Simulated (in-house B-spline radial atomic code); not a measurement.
Radial electron density of Li, [He] 2s1. Level of theory: non-relativistic BP86, spin-polarised, spherical fractional occupations, point nucleus; calculated with a B-spline radial code for spherical atoms.

Columns: r (bohr), 4πr²n(r) (electrons per bohr), bar.

```
  0.0207  0.06673 #
  0.0243  0.08999 #
  0.0286   0.1215 ##
  0.0336   0.1627 ###
  0.0395   0.2169 ###
  0.0464   0.2872 #####
  0.0545   0.3774 ######
  0.0641   0.4928 ########
  0.0753    0.636 ##########
  0.0885   0.8119 #############
   0.104    1.022 ################
   0.122    1.265 ####################
   0.144    1.547 ########################
   0.169    1.841 #############################
   0.199    2.144 ##################################
   0.233    2.415 ######################################
   0.274    2.643 #########################################
   0.323    2.785 ############################################
   0.379    2.806 ############################################
   0.446     2.69 ##########################################
   0.524    2.435 ######################################
   0.616    2.063 ################################
   0.724    1.622 #########################
   0.851     1.17 ##################
       1   0.7716 ############
    1.18   0.4642 #######
    1.38   0.2846 ####
    1.62   0.2034 ###
    1.91   0.1984 ###
    2.24   0.2319 ####
    2.64   0.2691 ####
     3.1   0.2822 ####
    3.64   0.2612 ####
    4.28   0.2089 ###
    5.04    0.141 ##
    5.92  0.07953 #
    6.96  0.03613 #
    8.18  0.01304 
    9.61 0.003692 
    11.3 0.0007922 
    13.3 0.0001241
```

On this grid the curve has 2 maxima, near 0.379, 3.1 bohr.

The 1s up radial function P(r) = rR(r), positive near the nucleus:

| r (bohr) | P |
| --- | --- |
| 0.00667 | 0.06096 |
| 0.00921 | 0.08353 |
| 0.0127 | 0.114 |
| 0.0176 | 0.1556 |
| 0.0243 | 0.2106 |
| 0.0336 | 0.2831 |
| 0.0464 | 0.3762 |
| 0.0641 | 0.4928 |
| 0.0885 | 0.6325 |
| 0.122 | 0.7894 |
| 0.169 | 0.9526 |
| 0.233 | 1.091 |
| 0.323 | 1.173 |
| 0.446 | 1.154 |
| 0.616 | 1.013 |
| 0.851 | 0.7645 |
| 1.18 | 0.4687 |
| 1.62 | 0.2247 |
| 2.24 | 0.07617 |
| 3.1 | 0.01609 |
| 4.28 | 0.001802 |
